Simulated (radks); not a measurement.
All-electron atom: F IV in [He] 2s2 2p1 7s1 (not the ground configuration). All-electron calculation, scalar-relativistic Kohn-Sham, PBE, spin-unpolarised, spherical densities, finite nucleus; Fermi nuclear charge, rms radius 2.8976 fm. Program: a radial shooting solver on a logarithmic mesh with Libxc functionals.

X-ray form factor f0, the Fourier transform of the density (f0(0) = 6):

sin(theta)/lambda (1/angstrom)  f0 (electrons)
0.05                                     4.974
0.1                                      4.822
0.15                                     4.613
0.2                                      4.365
0.25                                     4.050
0.3                                      3.736
0.4                                      3.111
0.5                                      2.581
0.6                                      2.183
0.8                                      1.709
1                                        1.480
1.25                                     1.303
1.5                                      1.143
2                                        0.833
